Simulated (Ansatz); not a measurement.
Reaction (atomization): `C#[C][SnH2][C]#C` → 4 C• + 4 H• + Sn•

Calculated with Ansatz (gas phase, PBE0-D4/def2-TZVP geometries, no zero-point term in ΔE). CBS: MP2 limit from def2 TZ/QZ plus the TZ coupled-cluster correction, frozen cores. This one scheme is used for every species, atoms too. Open shells (•) are unrestricted, without spin–orbit coupling. Spin–orbit coupling would lower the free atoms: a little for C; strongly for Sn. Elements past krypton have def2 core potentials. Bonds to Sn are less sure, by a few kJ/mol each and by 10 to 20 or more in all where they break to atoms, as the def2 sets lack core-valence functions.

```
           species  MP2/CBS(def2) energy (Eh)
`C#[C][SnH2][C]#C`                 -368.43503
                C•                  -37.76950
                H•                   -0.50000
               Sn•                 -213.96788
```

(1) Work out ΔE.

Largest T1 diagnostic among the species: 0.014.

Results:

(1) ΔE = 4 × (-37.76950) + 4 × (-0.50000) + (-213.96788) − (-368.43503) = 1.38915 Eh = +3647.2 kJ/mol. CCSD(T)/CBS gives +3563.8 kJ/mol.

Leaving LDA and LC-ωPBE aside and taking each functional with its dispersion term where it has one, the values, not all of them listed here, spread over 234.9 kJ/mol, from BHLYP-D4 to PBE-D4. LDA lies +454.2 kJ/mol from PBE without D4, its usual overbinding. From r2SCAN to r2SCAN0 (25 % exact exchange), in def2-TZVPP and without D4, ΔE moves by −74.1 kJ/mol: exact exchange takes away binding that semilocal exchange gives to molecules. In def2-TZVPP, CCSD(T) changes the Hartree–Fock value by +955.5 kJ/mol (the triples alone add +79.8 kJ/mol) and MP2 by +1038.9 kJ/mol; breaking electron pairs costs correlation energy, which Hartree–Fock lacks.

For atomizations the MP2-based limit and the directly extrapolated one differ by several kJ/mol either way, and by 10 to 25 for some Ge, Se and Sn compounds, so smaller differences from it don't rank the levels.
